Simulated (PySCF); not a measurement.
C6H7FN (doublet state).
Cartesian coordinates in Å at the GFN2-xTB level; atoms count from 1:
```
atom  x, y, z in Å
N1     2.915    0.698   -0.780
C2     2.075    0.149   -0.230
C3     0.963   -0.551    0.383
C4     0.116   -1.093   -0.712
C5    -1.132   -0.320   -0.873
C6    -0.966    0.889    0.058
C7     0.039    0.439    1.117
F8    -0.608   -0.229    2.135
H9     1.360   -1.312    1.067
H10    0.413   -1.912   -1.336
H11   -1.315   -0.023   -1.911
H12   -1.997   -0.925   -0.566
H13   -1.901    1.198    0.522
H14   -0.544    1.734   -0.487
H15    0.578    1.265    1.592
```

The hyperfine couplings belong to this conformer and change with its torsions.

Identity: `N#C[C@@H]1[CH]CC[C@H]1F` [radical].

Method: UKS B3LYP, pcH-1 on C F H N, non-relativistic, mean-field spin-orbit, GIAO in PySCF. Isolated species at its GFN2-xTB geometry (one conformer only). Couplings are sensitive to structure, and on GFN2-xTB geometries they can be far from those on DFT ones. Stability of the SCF solution: not tested.

Question: Where do the isotropic ENDOR lines of N1, H12, H11, H9, H10, H13, H14 and H15 fall at 345.6 mT, to first order?

Answer: ν± = |νn ± a/2|, one line for each electron-spin manifold; νn = |g_N| × 7.62259 MHz/T × B.

| nuclei | isotope | g_N | νn (MHz) | a_iso (MHz) | lower line (MHz) | upper line (MHz) |
| --- | --- | --- | --- | --- | --- | --- |
| N1 | 14N | 0.4038 | 1.06 | 1.06 | 0.53 | 1.59 |
| H12 | 1H | 5.5857 | 14.71 | 146.37 | 58.47 | 87.90 |
| H11 | 1H | 5.5857 | 14.71 | 91.65 | 31.11 | 60.54 |
| H9 | 1H | 5.5857 | 14.71 | 73.83 | 22.20 | 51.63 |
| H10 | 1H | 5.5857 | 14.71 | -64.45 | 17.51 | 46.94 |
| H13 | 1H | 5.5857 | 14.71 | -2.12 | 13.66 | 15.77 |
| H14 | 1H | 5.5857 | 14.71 | -2.06 | 13.68 | 15.75 |
| H15 | 1H | 5.5857 | 14.71 | -0.78 | 14.32 | 15.11 |

Question: Which pairs are centred on the nuclear Larmor frequency, and which on half the coupling?

Answer: Centred on νn, since |a| < 2νn: N1, H13, H14 and H15. Centred on |a|/2 and split by 2νn: H12, H11, H9 and H10.

Question: At what field would the lower line of H9 fall to zero frequency?

Answer: Where νn = |a|/2, that is B = 36.92 MHz/(5.5857 × 7.62259 MHz/T) = 867 mT, as far as first order holds there.
